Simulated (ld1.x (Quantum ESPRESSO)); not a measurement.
## Ti, PAW: configuration errors across variants

| Item | Value |
| --- | --- |
| Element | titanium (Ti) |
| Generator | ld1.x (Quantum ESPRESSO) 7.5 |
| Type | PAW |
| Functional | PW91 |
| Relativity | scalar-relativistic |
| Frozen core | [Ne] |
| Valence charge | 12 |
| Reference configuration | 3s2 3p6 3d2 4s1 4p1 |
| Partial waves | 3s (bound): rcut 1.35, rcutus 1.55 bohr; 4s (bound): rcut 1.35, rcutus 1.55 bohr; 3p (bound): rcut 1.50, rcutus 1.60 bohr; 4p (bound): rcut 1.50, rcutus 1.60 bohr; 3d (bound): rcut 1.35, rcutus 1.60 bohr; 3d channel at 0.3 Ry: rcut 1.35, rcutus 1.60 bohr |
| Local potential | all-electron potential smoothed inside 1.25 bohr (lloc = -1) |
| Core correction | Bessel-smoothed model core inside 0.80 bohr |
| Augmentation charge | BESSEL, radius 1.20 bohr |

All-electron excitation energies from the reference (eV): (1) 3s2 3p6 3d2 4s2 4p0 -3.089; (2) 3s2 3p6 3d2 4s1 4p0 4.303; (3) 3s2 3p6 3d2 4s0 4p0 17.896; (4) 3s2 3p6 3d2 4s0 4p1 8.089; (5) 3s2 3p6 3d2 4s1.5 4p0 -0.130; (6) 3s2 3p6 3d1 4s2 4p1 1.622; (7) 3s2 3p6 3d1 4s0 4p0 44.948.

The overlap operator is not positive definite (basis up to 400 Ry) in “base”, “core correction Bessel-smoothed model core inside 0.66 bohr”, “core correction Bessel-smoothed model core inside 0.86 bohr”, “core correction Bessel-smoothed model core inside 1.04 bohr”, “core correction Bessel-smoothed model core inside 1.22 bohr”, “core correction Bessel-smoothed model core inside 1.34 bohr”, “core correction Bessel-smoothed model core inside 1.48 bohr”, “core correction Bessel-smoothed model core inside 1.72 bohr”, “core correction Bessel-smoothed model core inside 1.84 bohr”. Such files are unfit for use, however small their errors in these radial tests.

Errors AE − PS in meV (a dash: test not solved or not reliable):

| change | (1) | (2) | (3) | (4) | (5) | (6) | (7) | bound ghosts |
| --- | --- | --- | --- | --- | --- | --- | --- | --- |
| base | +0.3 | -0.3 | -1.1 | -0.3 | 0.0 | +4.1 | +1.6 | not determined (overlap not positive) |
| core correction Bessel-smoothed model core inside 0.66 bohr | +0.3 | -0.3 | -1.1 | -0.3 | 0.0 | +4.1 | +1.9 | not determined (overlap not positive) |
| core correction Bessel-smoothed model core inside 0.86 bohr | +0.3 | -0.3 | -1.1 | -0.3 | 0.0 | +4.0 | +1.5 | not determined (overlap not positive) |
| core correction Bessel-smoothed model core inside 1.04 bohr | +0.3 | -0.3 | -1.1 | -0.3 | 0.0 | +3.9 | +1.2 | not determined (overlap not positive) |
| core correction Bessel-smoothed model core inside 1.22 bohr | +0.3 | -0.3 | -1.1 | -0.3 | 0.0 | +3.9 | +1.3 | not determined (overlap not positive) |
| core correction Bessel-smoothed model core inside 1.34 bohr | +0.3 | -0.3 | -1.1 | -0.3 | 0.0 | +3.9 | +1.3 | not determined (overlap not positive) |
| core correction Bessel-smoothed model core inside 1.48 bohr | +0.3 | -0.3 | -1.1 | -0.3 | 0.0 | +4.0 | +1.3 | not determined (overlap not positive) |
| core correction Bessel-smoothed model core inside 1.72 bohr | +0.3 | -0.3 | -1.1 | -0.3 | 0.0 | +4.0 | +1.3 | not determined (overlap not positive) |
| core correction Bessel-smoothed model core inside 1.84 bohr | +0.3 | -0.3 | -1.1 | -0.3 | 0.0 | +4.0 | +1.3 | not determined (overlap not positive) |

(1) Give the same row for: core correction a·sin(br)/r model core, default radius (ld1.x builds one for every PAW set, though the input has nlcc=.false.).

## Answers

(1) +0.3, -0.3, -1.1, -0.3, 0.0, +4.0, +1.3; bound ghosts: not determined (overlap not positive). Its overlap operator is not positive definite in a basis up to 400 Ry (lowest eigenvalue p -0.27), so the file is unfit for use: the generalised eigenproblem breaks down once the basis is large enough, and its test numbers describe a broken file.
